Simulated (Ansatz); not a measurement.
`[NH2][Sc]([Cl])[Cl]` + HCl → `[Cl][Sc]([Cl])[Cl]` + NH₃ at 400 K and 1 bar (ligand exchange at the Sc–N bond).

Gas-phase electronic energies from Ansatz, PBE0-D4/def2-TZVP geometries. CCSD(T)/CBS is the MP2 limit (def2-TZVPP, def2-QZVPP) plus CCSD(T) − MP2 in def2-TZVPP, frozen cores. This one scheme is used for every species. For Sc outer-core shells are correlated without core-valence functions, which leaves a few kJ/mol of doubt a bond. Scalar relativity is left out up to krypton. Each species was taken in one conformer, which may not be the lowest.

| species | CCSD(T)/CBS energy (Eh) | H − E (kJ/mol) | S (J/(mol·K)) |
| --- | --- | --- | --- |
| `[NH2][Sc]([Cl])[Cl]` | -1735.85093 | 100.4 | 374.4 |
| HCl | -460.38127 | 29.6 | 195.4 |
| `[Cl][Sc]([Cl])[Cl]` | -2139.76094 | 35.4 | 359.2 |
| NH₃ | -56.50880 | 104.2 | 203.1 |

H − E and S are ideal-gas, rigid-rotor, harmonic terms from PBE0-D4/def2-TZVP, for one conformer and one mirror image of each species. 1 Eh = 2625.50 kJ/mol, R = 8.31446 J/(mol·K).

Question: By hand: ΔE, ΔH, ΔS and ΔG.

Answer: ΔE = (-2139.76094) + (-56.50880) − (-1735.85093) − (-460.38127) = -0.03754 Eh = -98.6 kJ/mol. Δ(H − E) = 35.4 + 104.2 − 100.4 − 29.6 = 9.6, so ΔH = -89.0 kJ/mol. ΔS = 359.2 + 203.1 − 374.4 − 195.4 = -7.5 J/(mol·K). ΔG = -89.0 − 400 × (-7.5)/1000 = -86.0 kJ/mol.

Question: By hand: the equilibrium constant, and the temperature at which ΔG would vanish if ΔH and ΔS stayed fixed.

Answer: log₁₀ K = −ΔG/(RT ln 10) = 11.2. ΔG = 0 at ΔH/ΔS = 11867 K, far beyond where these terms or the molecules hold.

The number of gas molecules stays the same, so ΔS is small and ΔH decides. A doubt of 5 kJ/mol in ΔE shifts log₁₀ K by 0.7 here. Other conformers and mirror images would add mixing entropy, several J/(mol·K) or more a flexible species. These are equilibria of isolated gas molecules and say nothing of rates. Largest T1 diagnostic: 0.014 (customary marks: 0.02 for closed shells, 0.045 for open ones).
